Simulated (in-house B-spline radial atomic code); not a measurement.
Radial electron density of neutral phosphorus, [Ne] 3s2 3p3. Computed with a radial B-spline atomic code at the basis-set limit: scalar-relativistic (X2C) LC-wPBE, spin-polarised, spherical fractional occupations, Fermi nucleus of rms radius 3.1889 fm.

Columns: r (bohr), 4πr²n(r) (electrons per bohr), bar.

```
 0.00405   0.4422 #
 0.00487   0.6177 ##
 0.00587   0.8626 ##
 0.00706    1.193 ###
 0.00849    1.639 ####
  0.0102     2.23 ######
  0.0123    3.022 ########
  0.0148    4.031 ##########
  0.0178    5.296 ##############
  0.0214    6.834 ##################
  0.0258    8.664 ######################
  0.0311     10.7 ############################
  0.0374    12.78 #################################
   0.045    14.72 ######################################
  0.0541    16.24 ##########################################
  0.0651    17.04 ############################################
  0.0784     16.9 ############################################
  0.0943    15.79 #########################################
   0.114    13.96 ####################################
   0.137    12.12 ###############################
   0.164    10.99 ############################
   0.198    11.09 #############################
   0.238    12.48 ################################
   0.287    14.49 #####################################
   0.345    15.88 #########################################
   0.415    15.62 ########################################
   0.499    13.38 ###################################
   0.601    9.776 #########################
   0.723    6.137 ################
    0.87    3.547 #########
    1.05    2.412 ######
    1.26    2.373 ######
    1.52    2.641 #######
    1.83    2.618 #######
     2.2    2.159 ######
    2.64    1.472 ####
    3.18     0.81 ##
    3.83   0.3582 #
    4.61   0.1268 
    5.54  0.03513 
    6.67 0.007004 
    8.03 0.0009547
```

On this grid the curve has 3 maxima, near 0.0651, 0.345, 1.52 bohr.

The 3p up radial function P(r) = rR(r), positive near the nucleus:

```csv
r (bohr),P
0.00587,0.0009599
0.00849,0.001941
0.0123,0.003914
0.0178,0.007796
0.0258,0.01532
0.0374,0.0294
0.0541,0.05427
0.0784,0.09549
0.114,0.1569
0.164,0.2296
0.238,0.2917
0.345,0.2895
0.499,0.1655
0.723,-0.09631
1.05,-0.4235
1.52,-0.6622
2.2,-0.6621
3.18,-0.4431
4.61,-0.1893
6.67,-0.04686
```
